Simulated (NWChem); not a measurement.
System: SiSH cation, singlet; SMILES [SH+]=[Si]

NWChem input:

```
start job
memory heap 200 mb stack 900 mb global 1100 mb
charge 1
geometry units angstroms noautosym nocenter noautoz
  Si    -0.035020    -1.096126     0.000000
  S      0.106931     0.964392     0.000000
  H     -1.259293     1.042319     0.000000
end
basis spherical
  Si library pcsseg-1
  S library pcsseg-1
  H library pcsseg-1
end
dft
  xc kt2
  iterations 150
end
property
  shielding
end
task dft property
```

Output (shortened):

```
             Northwest Computational Chemistry Package (NWChem) 7.3.0
             --------------------------------------------------------

                             Geometry "geometry" -> ""
                             -------------------------

 Output coordinates in angstroms (scale by  1.889725989 to convert to a.u.)

  No.       Tag          Charge          X              Y              Z
 ---- ---------------- ---------- -------------- -------------- --------------
    1 Si                  14.0000    -0.03502000    -1.09612600     0.00000000
    2 S                   16.0000     0.10693100     0.96439200     0.00000000
    3 H                    1.0000    -1.25929300     1.04231900     0.00000000

 Effective nuclear repulsion energy (a.u.)      66.5848744383

                              NWChem Property Module
                              ----------------------

  itol2e modified to match energy
  convergence criterion.

                                 NWChem DFT Module
                                 -----------------

 Summary of "ao basis" -> "ao basis" (spherical)
 ------------------------------------------------------------------------------
       Tag                 Description            Shells   Functions and Types
 ---------------- ------------------------------  ------  ---------------------
 Si                         pcsseg-1                10       24   4s5p1d
 S                          pcsseg-1                10       24   4s5p1d
 H                          pcsseg-1                 3        5   2s1p

  itol2e modified to match energy
  convergence criterion.

            General Information
            -------------------
          SCF calculation type: DFT
          Wavefunction type:  closed shell.
          No. of atoms     :     3
          No. of electrons :    30
           Alpha electrons :    15
            Beta electrons :    15
          Charge           :     1
          Spin multiplicity:     1
          Use of symmetry is: off; symmetry adaption is: off
          Maximum number of iterations: 150
          AO basis - number of functions:    53
                     number of shells:    23
          Convergence on energy requested:  1.00D-07
          Convergence on density requested:  1.00D-05
          Convergence on gradient requested:  5.00D-04

              XC Information
              --------------
                          KT2 Method XC Functional
                        Slater Exchange Functional  1.072 local
                           KT1 gradient correction  1.000 non-local
            Perdew 1991 LDA Correlation Functional  0.577 local

[...]

          -----------------------------------------
          Chemical Shielding Tensors (GIAO, in ppm)
          -----------------------------------------

                                NWChem CPHF Module
                                ------------------

  scftype          =     RHF
  nclosed          =       15
  nopen            =        0
  variables        =      570
  # of vectors     =        3
  tolerance        = 0.10D-03
  level shift      = 0.00D+00
  max iterations   =       50
  max subspace     =       30

 SCF residual:    7.3674842530871552E-006

Iterative solution of linear equations
  No. of variables      570
  No. of equations        3
  Maximum subspace       30
        Iterations       50
       Convergence  1.0D-04

   iter   nsub   residual    time
   ----  ------  --------  ---------
     1      3    1.63D-05       5.0

      Atom:    1  Si
        Diamagnetic
    874.5241      0.3654      0.0000
      0.3654    877.1211     -0.0000
      0.0000     -0.0000    871.3579

        Paramagnetic
  -1368.4544    -14.8242      0.0000
    -14.8242   -217.4257      0.0000
      0.0000      0.0000  -1542.5278

        Total Shielding Tensor
   -493.9304    -14.4588      0.0000
    -14.4588    659.6954      0.0000
      0.0000      0.0000   -671.1698

           isotropic =    -168.4683
          anisotropy =    -754.0524

          Principal Components and Axis System
                 1           2           3
             -671.1698    659.8766   -494.1116

      1        -0.0000     -0.0125      0.9999
      2        -0.0000      0.9999      0.0125
      3         1.0000      0.0000      0.0000

      Atom:    2  S
        Diamagnetic
   1058.4610     -0.0562     -0.0000
     -0.0562   1060.2054     -0.0000
     -0.0000     -0.0000   1055.3713

        Paramagnetic
  -1757.3392     11.8804     -0.0000
     11.8804   -173.4010      0.0000
     -0.0000      0.0000   -923.3269

        Total Shielding Tensor
   -698.8782     11.8242     -0.0000
     11.8242    886.8044      0.0000
     -0.0000      0.0000    132.0444

           isotropic =     106.6569
          anisotropy =    1170.3535

          Principal Components and Axis System
                 1           2           3
              886.8926   -698.9664    132.0444

      1         0.0075      1.0000     -0.0000
      2         1.0000     -0.0075     -0.0000
      3         0.0000      0.0000      1.0000

      Atom:    3  H
        Diamagnetic
     40.8164     -3.4321     -0.0000
     -3.4321     21.7991     -0.0000
     -0.0000     -0.0000     17.6433

        Paramagnetic
    -16.4869      1.0251     -0.0000
      1.0251      2.1414     -0.0000
     -0.0000     -0.0000      6.2931

        Total Shielding Tensor
     24.3295     -2.4070     -0.0000
     -2.4070     23.9405     -0.0000
     -0.0000     -0.0000     23.9364

           isotropic =      24.0688
          anisotropy =       3.7215

          Principal Components and Axis System
                 1           2           3
               26.5498     23.9364     21.7202

      1         0.7350     -0.0000      0.6780
      2        -0.6780     -0.0000      0.7350
      3        -0.0000      1.0000      0.0000
```

Level: KT2/pcSseg-1, GIAO. Low-valent species are run as closed-shell singlets; no triplet was tried in these runs. Structure relaxed at the PBE0/def2-SVP level. The printed shielding anisotropy is the first printed principal value minus the mean of the other two.
